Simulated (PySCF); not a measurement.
## Electron correlation in As⁺ (arsenic, charge +1)

[Ar] 3d10 4s2 4p1 5s1, high-spin 3P determinant (an excited configuration). Calculation: PySCF 2.14, in aug-cc-pVQZ-PP with ECP10MDF; scalar relativity through the core potential. Frozen: 3s2 3p6 3d10; 4 electrons correlated.

```
  level  correlation energy (mhartree)
   CCSD                         -67.57
    (T)                          -1.82
CCSD(T)                         -69.39
```

Diagnostics: T1 = 0.021, D1 = 0.0568, largest double amplitude 0.090.

The outer electron is Rydberg-like, and this basis confines it to a smaller radius and binds it less than a complete one would.

Cost of the coupled-cluster step: roughly 20 core-seconds, for 4 correlated electrons.

Iterations:

```
CC2 = 0
CCSD nocc = (np.int64(3), np.int64(1)), nmo = (80, 80)
frozen orbitals [[0, 1, 2, 3, 4, 5, 6, 7, 8], [0, 1, 2, 3, 4, 5, 6, 7, 8]]
max_cycle = 100
direct = 0
conv_tol = 1e-08
conv_tol_normt = 1e-06
diis_space = 8
diis_start_cycle = 0
Init t2, MP2 energy = -0.0533292578706822
Init E_corr(UCCSD) = -0.053329257870764
cycle = 1  E_corr(UCCSD) = -0.0627119176036949  dE = -0.00938265973  norm(t1,t2) = 0.0481616
cycle = 2  E_corr(UCCSD) = -0.0656561869271654  dE = -0.00294426932  norm(t1,t2) = 0.0196177
cycle = 3  E_corr(UCCSD) = -0.0674664504782144  dE = -0.00181026355  norm(t1,t2) = 0.00947295
cycle = 4  E_corr(UCCSD) = -0.067436481296636  dE = 2.99691816e-05  norm(t1,t2) = 0.0042007
cycle = 5  E_corr(UCCSD) = -0.0675640930328139  dE = -0.000127611736  norm(t1,t2) = 0.0031007
cycle = 6  E_corr(UCCSD) = -0.0675273727359952  dE = 3.67202968e-05  norm(t1,t2) = 0.00144879
cycle = 7  E_corr(UCCSD) = -0.0675573796648202  dE = -3.00069288e-05  norm(t1,t2) = 0.000963267
cycle = 8  E_corr(UCCSD) = -0.0675506183912434  dE = 6.76127358e-06  norm(t1,t2) = 0.000714102
cycle = 9  E_corr(UCCSD) = -0.0675563743925859  dE = -5.75600134e-06  norm(t1,t2) = 0.000531091
cycle = 10  E_corr(UCCSD) = -0.067563067223119  dE = -6.69283053e-06  norm(t1,t2) = 0.000283791
cycle = 11  E_corr(UCCSD) = -0.0675650995838679  dE = -2.03236075e-06  norm(t1,t2) = 0.000136921
cycle = 12  E_corr(UCCSD) = -0.0675643696110544  dE = 7.29972813e-07  norm(t1,t2) = 4.65074e-05
cycle = 13  E_corr(UCCSD) = -0.0675652468011106  dE = -8.77190056e-07  norm(t1,t2) = 1.28156e-05
cycle = 14  E_corr(UCCSD) = -0.0675653293791247  dE = -8.25780142e-08  norm(t1,t2) = 3.54889e-06
cycle = 15  E_corr(UCCSD) = -0.067565296195289  dE = 3.31838357e-08  norm(t1,t2) = 1.25704e-06
cycle = 16  E_corr(UCCSD) = -0.0675652821114097  dE = 1.40838793e-08  norm(t1,t2) = 7.17296e-07
cycle = 17  E_corr(UCCSD) = -0.0675652777627574  dE = 4.3486523e-09  norm(t1,t2) = 1.77009e-07
UCCSD converged
E(UCCSD) = -330.5821621849308  E_corr = -0.06756527776275741
UCCSD(T) correction = -0.00182177934038322
```
